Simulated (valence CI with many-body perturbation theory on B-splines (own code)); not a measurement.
Te IV: calculation against measured levels

Method: relativistic CI+MBPT: three valence electrons over a frozen Dirac-Fock core [Kr] 4d10, a basis of 11 s, 11 p, 10 d, 8 f, 5 g, 2 h functions for each j, with the one-electron correlation potential Σ1 (screened to all orders), the two-electron term Σ2, the three-electron term Σ3, Breit, model QED; selected single and double excitations, second order for the rest, scaled by the run's own slope (own B-spline code, finite nucleus).

Set against measurement, 9 paired levels are off by 319 cm⁻¹ on average, the worst by 715. These come from a selection out of Moore, Atomic Energy Levels, vol. III, NSRDS-NBS 35 (1971 reprint of NBS Circular 467, 1958), an old analysis. Levels without a partner in it may be off by more.

Measured levels: Moore, Atomic Energy Levels, vol. III, NSRDS-NBS 35 (1971 reprint of NBS Circular 467, 1958). Pairs share parity and J, and are chosen by configuration, term and nearness in energy; levels without a clear partner are left out. The analysis is old, and some levels have since been revised. Energies in cm⁻¹ above the measured ground level.

```tsv
Computed label	Label in the source	Measured	Computed	Difference
5s2 5p 2P°_1/2	5s2 5p 2P°	0	0.0	0
5s2 5p 2P°_3/2	5s2 5p 2P°	9223	9226.7	+4
5s 5p2 2P_3/2	5s 5p2 2P	119956	120361.4	+405
5s2 5d 2D_3/2	5s2 5d 2D	127445	127862.6	+418
5s2 5d 2D_5/2	5s2 5d 2D	128216.5	128653.4	+437
5s2 6s 2S_1/2	5s2 6s 2S	133456	133901.6	+446
5s2 6p 2P°_3/2	5s2 6p 2P°	163959	164156.5	+198
5s2 6d 2D_3/2	5s2 6d 2D	202941.4	203066.4	+125
5s2 6d 2D_5/2	5s2 6d 2D	203352.8	203475.4	+123
5s2 7s 2S_1/2	5s2 7s 2S	205343.6	204628.3	-715
```

Over 9 excited levels the mean absolute difference is 319 cm⁻¹, the median 405 and the largest 715. The comparison draws on a selection of the measured levels: 10 of the 112 computed ones have a partner in it, and others may be off by more.
